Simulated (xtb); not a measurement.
Input for xtb: GFN2-xTB on C5H12 (SMILES CCCCC), a point of a torsion scan.

```
$ xtb mol.xyz --gfn 2 --opt vtight --chrg 0 --uhf 0 --input xcontrol
17

C      2.24852225     0.60131942     0.38194742
C      0.92014585    -0.08293855     0.72714995
C      0.13397986    -0.07917816    -0.57486902
C      0.87431672    -0.83859903    -1.66017748
C      1.10632216    -2.27485975    -1.27636759
H      2.71077843    -0.02488030    -0.41282325
H      2.88814941     0.76776876     1.24783658
H      1.92854522     1.60432597    -0.02210899
H      1.13567556    -1.07872977     1.10779805
H      0.45537042     0.58488897     1.48054503
H     -0.83109140    -0.58163855    -0.38660519
H     -0.05257113     0.95225424    -0.93168746
H      0.21667261    -0.86509749    -2.55438631
H      1.81965508    -0.33364003    -1.87855461
H      1.09544448    -2.94853455    -2.17860645
H      2.11884342    -2.42771884    -0.82696055
H      0.31297691    -2.68233726    -0.59854162
$constrain
  force constant=1.0
  dihedral: 1,2,3,4,60.0
$end
```

Program output:

```
[...]
           -------------------------------------------------
          |                Calculation Setup                |
           -------------------------------------------------



           -------------------------------------------------
          |                 G F N 2 - x T B                 |
           -------------------------------------------------

        Reference                      10.1021/acs.jctc.8b01176
      * Hamiltonian:
        H0-scaling (s, p, d)           1.850000    2.230000    2.230000
        zeta-weighting                 0.500000
      * Dispersion:
        s8                             2.700000
        a1                             0.520000
        a2                             5.000000
        s9                             5.000000
      * Repulsion:
        kExp                           1.500000    1.000000
        rExp                           1.000000
      * Coulomb:
        alpha                          2.000000
        third order                    shell-resolved
        anisotropic                    true
        a3                             3.000000
        a5                             4.000000
        cn-shift                       1.200000
        cn-exp                         4.000000
        max-rad                        5.000000


          ...................................................
          :                      SETUP                      :
          :.................................................:
          :  # basis functions                  32          :
          :  # atomic orbitals                  32          :
          :  # shells                           22          :
          :  # electrons                        32          :
          :  max. iterations                   250          :
          :  Hamiltonian                  GFN2-xTB          :
          :  restarted?                      false          :
          :  GBSA solvation                  false          :
          :  PC potential                    false          :
          :  electronic temp.          300.0000000     K    :
          :  accuracy                    1.0000000          :
          :  -> integral cutoff          0.2500000E+02      :
          :  -> integral neglect         0.1000000E-07      :
          :  -> SCF convergence          0.1000000E-05 Eh   :
          :  -> wf. convergence          0.1000000E-03 e    :
          :  Broyden damping             0.4000000          :
          :  net charge                          0          :
          :  unpaired electrons                  0          :
          ...................................................

 iter      E             dE          RMSdq      gap      omega  full diag
   1    -16.9889460 -0.169889E+02  0.265E+00   13.39       0.0  T
   2    -17.0420098 -0.530638E-01  0.142E+00   13.30       1.0  T
   3    -17.0424743 -0.464488E-03  0.758E-01   13.21       1.0  T
   4    -17.0426386 -0.164331E-03  0.932E-02   13.11       1.0  T
   5    -17.0426413 -0.267981E-05  0.452E-02   13.11       1.0  T
   6    -17.0426423 -0.105533E-05  0.405E-03   13.11       6.0  T
   7    -17.0426424 -0.618732E-07  0.164E-03   13.11      14.8  T
   8    -17.0426424 -0.506318E-08  0.313E-04   13.11      77.4  T
   9    -17.0426424 -0.128832E-09  0.149E-04   13.11     162.3  T

   *** convergence criteria satisfied after 9 iterations ***

         #    Occupation            Energy/Eh            Energy/eV
      -------------------------------------------------------------
         1        2.0000           -0.6238131             -16.9748
       ...           ...                  ...                  ...
        10        2.0000           -0.4726502             -12.8615
        11        2.0000           -0.4512984             -12.2805
        12        2.0000           -0.4391312             -11.9494
        13        2.0000           -0.4378259             -11.9138
        14        2.0000           -0.4245905             -11.5537
        15        2.0000           -0.4168341             -11.3426
        16        2.0000           -0.4119230             -11.2090 (HOMO)
        17                          0.0699318               1.9029 (LUMO)
        18                          0.0807038               2.1961
        19                          0.0951936               2.5903
        20                          0.1100409               2.9944
        21                          0.1226584               3.3377
       ...                                ...                  ...
        32                          0.3295567               8.9677
      -------------------------------------------------------------
                  HL-Gap            0.4818548 Eh           13.1119 eV
             Fermi-level           -0.1709956 Eh           -4.6530 eV

 SCC (total)                   0 d,  0 h,  0 min,  0.006 sec
 SCC setup                      ...        0 min,  0.000 sec (  1.665%)
 Dispersion   
[...]
77             -16.8623
       ...           ...                  ...                  ...
         4        2.0000           -0.5664509             -15.4139
         5        2.0000           -0.5404891             -14.7075
         6        2.0000           -0.5120763             -13.9343
         7        2.0000           -0.5092688             -13.8579
         8        2.0000           -0.4814439             -13.1008
         9        2.0000           -0.4807586             -13.0821
        10        2.0000           -0.4768691             -12.9763
        11        2.0000           -0.4526326             -12.3168
        12        2.0000           -0.4437353             -12.0747
        13        2.0000           -0.4422797             -12.0350
        14        2.0000           -0.4211256             -11.4594
        15        2.0000           -0.4191430             -11.4055
        16        2.0000           -0.4164103             -11.3311 (HOMO)
        17                          0.0982609               2.6738 (LUMO)
        18                          0.0996968               2.7129
        19                          0.1236232               3.3640
        20                          0.1367166               3.7202
        21                          0.1395529               3.7974
        22                          0.1497782               4.0757
        23                          0.1502523               4.0886
        24                          0.1931011               5.2545
        25                          0.2043925               5.5618
        26                          0.2101712               5.7191
        27                          0.2240701               6.0973
       ...                                ...                  ...
        32                          0.3032734               8.2525
      -------------------------------------------------------------
                  HL-Gap            0.5146711 Eh           14.0049 eV
             Fermi-level           -0.1590747 Eh           -4.3286 eV

     #   Z          covCN         q      C6AA      α(0)
     1   6 C        3.751    -0.101    22.483     6.762
     2   6 C        3.799    -0.052    21.507     6.603
     3   6 C        3.801    -0.057    21.604     6.618
     4   6 C        3.799    -0.052    21.511     6.604
     5   6 C        3.751    -0.101    22.483     6.762
     6   1 H        0.925     0.035     2.514     2.479
     7   1 H        0.925     0.029     2.596     2.520
     8   1 H        0.925     0.032     2.557     2.500
     9   1 H        0.924     0.032     2.563     2.504
    10   1 H        0.924     0.026     2.650     2.546
    11   1 H        0.924     0.027     2.624     2.533
    12   1 H        0.924     0.027     2.629     2.536
    13   1 H        0.924     0.025     2.652     2.546
    14   1 H        0.924     0.032     2.553     2.499
    15   1 H        0.925     0.029     2.598     2.520
    16   1 H        0.925     0.035     2.515     2.480
    17   1 H        0.925     0.032     2.558     2.501

 Mol. C6AA /au·bohr⁶  :       1817.215380
 Mol. C8AA /au·bohr⁸  :      37120.501694
 Mol. α(0) /au        :         63.512595


Wiberg/Mayer (AO) data.
largest (>0.10) Wiberg bond orders for each atom

 ---------------------------------------------------------------------------
     #   Z sym  total        # sym  WBO       # sym  WBO       # sym  WBO
 ---------------------------------------------------------------------------
     1   6 C    3.997 --     2 C    1.020     8 H    0.988     7 H    0.988
                             6 H    0.986
     2   6 C    3.998 --     1 C    1.020     3 C    1.008    10 H    0.979
                             9 H    0.977
     3   6 C    3.998 --     4 C    1.008     2 C    1.008    12 H    0.978
                            11 H    0.978
     4   6 C    3.998 --     5 C    1.020     3 C    1.008    13 H    0.979
                            14 H    0.977
     5   6 C    3.997 --     4 C    1.020    17 H    0.988    15 H    0.988
                            16 H    0.986
     6   1 H    0.999 --     1 C    0.986
     7   1 H    0.999 --     1 C    0.988
     8   1 H    0.999 --     1 C    0.988
     9   1 H    0.999 --     2 C    0.977
    10   1 H    0.999 --     2 C    0.979
    11   1 H    0.999 --     3 C    0.978
    12   1 H    0.999 --     3 C    0.978
    13   1 H    0.999 --     4 C    0.979
    14   1 H    0.999 --     4 C    0.977
    15   1 H    0.999 --     5 C    0.988
    16   1 H    0.999 --     5 C    0.986
    17   1 H    0.999 --     5 C    0.988
 ---------------------------------------------------------------------------

Topologies differ in total number of bonds
Writing topology from bond orders to xtbtopo.mol

molecular dipole:
                 x           y           z       tot (Debye)
 q only:        0.016      -0.006       0.001
   full:        0.010      -0.003       0.001       0.027
molecular quadrupole (traceless):
                xx          xy          yy          xz          yz          zz
 q only:        0.102      -0.056      -0.044      -0.075      -0.118      -0.058
  q+dip:        0.127      -0.090      -0.089      -0.098      -0.223      -0.038
   full:        0.093      -0.062      -0.058      -0.063      -0.128      -0.034

           -------------------------------------------------
          |                Geometry Summary                 |
           -------------------------------------------------

      molecular mass/u    :       72.1489685
   center of mass at/Å    :        1.0699801      -0.5473560      -0.4947895
  moments of inertia/u·Å² :        0.6437766E+02   0.1732471E+03   0.1884236E+03
rotational constants/cm⁻¹ :        0.2618553E+00   0.9730397E-01   0.8946665E-01

 * 16 selected distances

     #   Z          #   Z                                           value/Å
     1   6 C        2   6 C                                       1.5242040
     2   6 C        3   6 C                                       1.5298257 (max)
     3   6 C        4   6 C                                       1.5295155
     4   6 C        5   6 C                                       1.5242180
     1   6 C        6   1 H                                       1.0867625 (min)
     1   6 C        7   1 H                                       1.0879465
     1   6 C        8   1 H                                       1.0881809
     2   6 C        9   1 H                                       1.0913731
     2   6 C       10   1 H                                       1.0929609
     3   6 C       11   1 H                                       1.0930959
     3   6 C       12   1 H                                       1.0933481
     4   6 C       13   1 H                                       1.0930706
     4   6 C       14   1 H                                       1.0910058
     5   6 C       15   1 H                                       1.0879298
     5   6 C       16   1 H                                       1.0868758
     5   6 C       17   1 H                                       1.0881217

 * 2 distinct bonds (by element types)

   Z      Z             #   av. dist./Å        max./Å        min./Å
   1 H    6 C          12     1.0900560     1.0933481     1.0867625
   6 C    6 C           4     1.5269408     1.5298257     1.5242040


optimized geometry written to: xtbopt.xyz


           -------------------------------------------------
          | TOTAL ENERGY              -16.827575723756 Eh   |
          | GRADIENT NORM               0.000023716045 Eh/α |
          | HOMO-LUMO GAP              14.004914029877 eV   |
           -------------------------------------------------

------------------------------------------------------------------------
------------------------------------------------------------------------
 total:
 SCF:
Note: The following floating-point exceptions are signalling: IEEE_UNDERFLOW_FLAG IEEE_DENORMAL
normal termination of xtb
 ANC optimizer:
```

The run finished.

Warnings raised: the energy holds the restraint's term.

Cost: roughly 0.14 core-seconds.
